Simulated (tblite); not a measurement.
Species: C4H7F2NSi.
SMILES with atom numbers: `[CH:1]#[C:2][CH2:3][NH:4][SiH2:5][CH:6]([F:7])[F:8]` (hydrogens: H9 on C1; H10, H11 on C3; H12 on N4; H13, H14 on Si5; H15 on C6)

A start from a force field or distance geometry was refined with GFN2-xTB geometry optimisation, gas phase in tblite. Values at the start:

```
  coordinate    start
       C1≡C2  1.203 Å
       C1–H9  1.049 Å
       C2–C3  1.477 Å
       C3–N4  1.448 Å
      C3–H10  1.118 Å
      N4–Si5  1.814 Å
      N4–H12  1.033 Å
      Si5–C6  1.856 Å
     Si5–H13  1.463 Å
       C6–F7  1.395 Å
      C6–H15  1.112 Å
    C1–C2–C3   179.3°
    C2–C3–N4   111.6°
   C3–N4–Si5   104.2°
   N4–Si5–C6   107.2°
   Si5–C6–F7   111.9°
   Si5–C6–F8   107.1°
    F7–C6–F8   107.5°
C2–C3–N4–Si5      61°
C3–N4–Si5–C6    -146°
N4–Si5–C6–F7     147°
```

Task: How do these coordinates change at the GFN2-xTB level?

Result: 
```csv
coordinate,GFN2-xTB (Å or °),change
N4–Si5,1.714,-0.100
Si5–C6,1.934,+0.078
C6–F7,1.364,-0.031
C3–H10,1.092,-0.026
C2–C3,1.453,-0.024
N4–H12,1.011,-0.022
C6–H15,1.099,-0.013
C1≡C2,1.197,-0.006
C3–N4,1.453,+0.005
Si5–H13,1.467,+0.004
C1–H9,1.049,0.000
C3–N4–Si5,121.9,+17.7
Si5–C6–F8,110.9,+3.8
N4–Si5–C6,103.5,-3.7
C1–C2–C3,176.0,-3.3
F7–C6–F8,105.6,-1.9
Si5–C6–F7,110.5,-1.4
C2–C3–N4,112.5,+0.9
C3–N4–Si5–C6,176,-38
C2–C3–N4–Si5,85,+24
N4–Si5–C6–F7,138,-9
```

The energy falls by 15.1 kcal/mol over 108 L-BFGS steps, the largest force on an atom goes from 2.41 to 0.007 eV/Å, and the atoms move by 0.612 Å rms after alignment. The bond that changes most is N4–Si5 (silicon-bound nitrogen to SiH2 silicon), which shortens by 0.100 Å. Bonds longer at the end by more than 0.005 Å: 1 of 14; shorter: 10. Among the dihedrals that turn most is C3–N4–Si5–H13, from -25° to -66°. Rotational constants go from 3070, 920.2, 766.7 to 4235, 686.4, 631.6 MHz.

Time: 1.2 s wall. Hardware: one thread, Arm Neoverse N1 (aarch64) (shared host).

GFN2-xTB frequencies show an imaginary mode (28i cm⁻¹), so the point is no minimum at that level.

These are computed values.
